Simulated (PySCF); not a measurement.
A mixed set of molecules.

All values: CAM-B3LYP/def2-SVPD (PySCF) at PBE0-D3(BJ)/def2-SVP geometries, gas phase, one conformer each. Core orbitals are frozen in the response; Δα² is half the sum of the squared differences of the principal polarisabilities.

Problem. Rank by dipole moment, highest first.
A. `[CH3:1][CH2:2][C@@H:3]([CH3:4])[O:5][BH:6][NH2:7]` with C1–C2–C3–C4 177°, C2–C3–O5–B6 154°, C3–O5–B6–N7 0°
B. `[BH2:1][CH2:2][BH:3][C:4]#[CH:5]` with H–B1–C2–B3 118° and -62°, B1–C2–B3–C4 -107°
C. `[BH2-:1]1[O:2][CH:3]=[C:4]([c:5]2[cH:6][cH:7][cH:8][o:9]2)[CH:10]=[O+:11]1` with C3–C4–C5–C6 8°
D. `[CH3:1][CH2:2][CH2:3][CH2:4][C:5](=[O:6])[Cl:7]` with C1–C2–C3–C4 179°, C2–C3–C4–C5 180°, C3–C4–C5–O6 -1° (valeryl chloride)

Solution. C (4.64 D), D (3.13 D), A (2.43 D), B (0.90 D).

Problem. Rank by HOMO–LUMO gap, highest first.
A. `[BH2-]1OC=C(c2ccco2)C=[O+]1`
B. `BCBC#C`
C. `C(CCC(=O)Cl)C`

Solution. C (10.12 eV), B (8.15 eV), A (5.85 eV).

Problem. Rank by polarisability anisotropy Δα, lowest first.
A. `[CH3:1][CH2:2][C@@H:3]([CH3:4])[O:5][BH:6][NH2:7]` with C1–C2–C3–C4 177°, C2–C3–O5–B6 154°, C3–O5–B6–N7 0°
B. `[CH3:1][CH2:2][CH2:3][CH2:4][C:5](=[O:6])[Cl:7]` with C1–C2–C3–C4 179°, C2–C3–C4–C5 180°, C3–C4–C5–O6 -1°
C. `[BH2-:1]1[O:2][CH:3]=[C:4]([c:5]2[cH:6][cH:7][cH:8][o:9]2)[CH:10]=[O+:11]1` with C3–C4–C5–C6 8°

Solution. A (2.06 Å³), B (5.02 Å³), C (11.99 Å³).

All values together:

```
                     SMILES   formula  μ (D)  HOMO (eV)  LUMO (eV)  α (Å³)  Δα (Å³)  electrons  α per electron (Å³)  ΔSCF removal energy (eV)
             CC[C@@H](C)OBN  C4H12BNO   2.43      -9.16       1.04   11.36     2.06         56                0.203                         –
[BH2-]1OC=C(c2ccco2)C=[O+]1   C7H7BO3   4.64      -7.36      -1.51   16.23    11.99         78                0.208                         –
                     BCBC#C    C3H6B2   0.90      -9.35      -1.20    9.57     5.08         34                0.282                     10.30
                CCCCC(=O)Cl   C5H9ClO   3.13     -10.01       0.11   11.83     5.02         64                0.185                     10.89
```

Conformers: `[CH3:1][CH2:2][C@@H:3]([CH3:4])[O:5][BH:6][NH2:7]` with C1–C2–C3–C4 177°, C2–C3–O5–B6 154°, C3–O5–B6–N7 0°; `[BH2-:1]1[O:2][CH:3]=[C:4]([c:5]2[cH:6][cH:7][cH:8][o:9]2)[CH:10]=[O+:11]1` with C3–C4–C5–C6 8°; `[BH2:1][CH2:2][BH:3][C:4]#[CH:5]` with H–B1–C2–B3 118° and -62°, B1–C2–B3–C4 -107°; `[CH3:1][CH2:2][CH2:3][CH2:4][C:5](=[O:6])[Cl:7]` with C1–C2–C3–C4 179°, C2–C3–C4–C5 180°, C3–C4–C5–O6 -1°.

A dash marks a removal energy that wasn't run or isn't settled.
